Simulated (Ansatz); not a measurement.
Basis sets compared for the cluster K6F5⁺. The state is a singlet with charge 1. Geometry PBE0-D4/def2-SVP. Ansatz on 4 threads of Arm Neoverse V2 on a shared host; times are rough, and most runs start from earlier orbitals.

Cartesian coordinates in Å:
```
K -2.716 2.164 -1.211
K 1.252 1.754 0.732
K 2.177 -1.730 0.945
K 0.357 1.093 -2.703
K -0.858 -1.857 -1.008
K -0.419 -1.375 3.386
F 1.301 0.034 2.475
F -0.381 2.621 -0.874
F 1.318 -0.332 -0.914
F -1.849 0.104 -2.090
F -0.183 -2.475 1.263
```

Another isomer (singlet) lies 0.04 eV lower at PBE0-D4/def2-TZVP; other spin states weren't run for this one.

| level | functions | energy (Eh) | HOMO (eV) | LUMO (eV) | wall time |
| --- | --- | --- | --- | --- | --- |
| PBE-D4/def2-SVP | 214 | -4096.5573 | -8.39 | -3.86 | 7.5 s |
| PBE0-D4/def2-SVP | 214 | -4096.8485 | -10.24 | -3.27 | 12 s |

Estimate the rows for PBE-D4/def2-TZVP (with forces), PBE0-D4/def2-TZVP.


| level | functions | energy (Eh) | HOMO (eV) | LUMO (eV) | wall time |
| --- | --- | --- | --- | --- | --- |
| PBE-D4/def2-TZVP (with forces) | 353 | -4097.6475 | -8.70 | -3.80 | 14 s |
| PBE0-D4/def2-TZVP | 353 | -4097.9241 | -10.56 | -3.22 | 27 s |
